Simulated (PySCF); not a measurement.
Species: C6H7N2 (charge -1).
Atom-mapped SMILES: `[CH2:1]=[CH:2][c:3]1[cH:4][c:5]([NH2:6])[cH:7][n-:8]1`

Structure used (GFN2-xTB), in Å, numbered top down from 1:
```xyz
15
C6H7N2 angstrom
C     -3.0785   -0.0845   -0.4597
C     -1.9002   -0.7152   -0.3619
C     -0.6141   -0.1130   -0.2304
C      0.6089   -0.8064   -0.1301
C      1.5913    0.1697   -0.0289
N      3.0048   -0.0253    0.1336
C      0.9172    1.3913   -0.0787
N     -0.4046    1.2333   -0.1980
H     -3.1274    0.9902   -0.4368
H     -4.0137   -0.6189   -0.5647
H     -1.8900   -1.8057   -0.3860
H      0.7496   -1.8788   -0.1301
H      3.2911   -0.8718   -0.3520
H      3.5045    0.7620   -0.2722
H      1.3568    2.3810   -0.0316
```

Definitions: NICS(0) = −σiso at the ring centroid; NICS(1) = −σiso and NICS(1)zz = −σzz at ±1 Å along the ring normal z. Level: GIAO PBE0/pcSseg-1 (PySCF, non-relativistic, gas phase) on the GFN2-xTB geometry, one conformer.

Ring bond lengths (Å), with Mayer bond orders in brackets: C3–C4 1.409 (1.24), C4–C5 1.389 (1.43), C5–C7 1.396 (1.35), C7–N8 1.337 (1.49), N8–C3 1.363 (1.44).

Question: Give the NICS values of each ring in ppm.

Answer: 
| ring | type | NICS(0) | NICS(1), two faces | NICS(1)zz, two faces | rms pucker (Å) | centre to ring atoms, mean (Å) |
| --- | --- | --- | --- | --- | --- | --- |
| C3–C4–C5–C7–N8 | 5-membered ring with N; formal bonds all aromatic | -11.2 | -10.5 / -10.0 | -26.2 / -25.2 | 0.00 | 1.17 |

Question: What do they say, and how far can they be read as aromaticity?

Answer: 
- C3–C4–C5–C7–N8: mean NICS(1)zz -25.7 ppm, shielded, aromatic by this magnetic criterion (flat ring, no four-coordinate atom).

Question: And the bond-length index? Use HOMA with the parameters of Krygowski (1993).

Answer: 
- C3–C4–C5–C7–N8: HOMA 0.96; the largest term is that of C3–C4, α(R − Ropt)² = 0.12. The geometric and the magnetic index point the same way.

Question: At the second NICS(1) probe listed for ring C3–C4–C5–C7–N8, 1 Å off the ring, how large is the induced field along the normal in 14.1 T applied along it?

Answer: NICSzz × B0 = -25.2 ppm × 14.1 T = -355 μT, against the applied field.

Question: Give the inner angles of the rings and the Hirshfeld charges of the ring atoms.

Answer: 
- C3–C4–C5–C7–N8: C3 110.5° (-0.049 e), C4 105.9° (-0.175 e), C5 105.7° (-0.051 e), C7 112.2° (-0.118 e), N8 105.7° (-0.269 e); sum 540.0° against 540° for a flat convex ring.

Hardware: one thread, Arm Neoverse N1 (aarch64), no GPU, shared host with 64 logical CPUs at a one-minute load of 57. Cost: 40 s, 0.77 GiB resident at most. This is the whole shielding run at PBE0/pcSseg-1, SCF included.
